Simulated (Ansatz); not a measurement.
A run for Ansatz (a first-principles code): U-PBE/cc-pVTZ on BrF, a point of a bond scan (R = 1.952 Å).

Ansatz 0.2 input:
```yaml
crystal:
  periodic: [false, false, false]
  atoms:
    - {symbol: Br, position_ang: [-0.00000000, -0.00000000, -0.36293761]}
    - {symbol: F, position_ang: [0.00000000, 0.00000000, 1.58886022]}
basis:
  gaussian:
    orbitals: cc-pVTZ
hamiltonian:
  xc: {name: PBE}
magnetization: {spin_polarized: true, initial_magnetization: 0}
```

Program output:

```
WARN ansatz: RAYON_NUM_THREADS=1 ignored (pool sized by the plan → 1); use --threads N
Functional definition: PBE
integrals: 0.01 GiB planned
520 factors; their error is unknown
mean field: 0.17 GiB planned
mean field evaluation 1: about -72748.6520 eV, gradient 2.5e1 eV
mean field evaluation 2: about -72727.6046 eV, gradient 7.6e1 eV
mean field evaluation 4: about -72750.5231 eV, gradient 3.1e0 eV
mean field evaluation 8: about -72750.5584 eV, gradient 2.6e-2 eV
mean field evaluation 16: about -72748.4510 eV, gradient 8.4e0 eV
mean field -72750.55843775 eV, -2673.5337104877 hartree, gradient 1.6e-5 eV, S^2 0.000000; 1 other end points of the search recorded, 0 dependent functions left out
reference -72750.55845769 eV, -2673.5337112206 hartree; 22, 22 occupied and 51, 51 virtual orbitals, 520 factors
Total energy: -72750.55845769 eV, -2673.5337112206 hartree
```

The run converged.

Cost: around 0.7 core-seconds (rough).
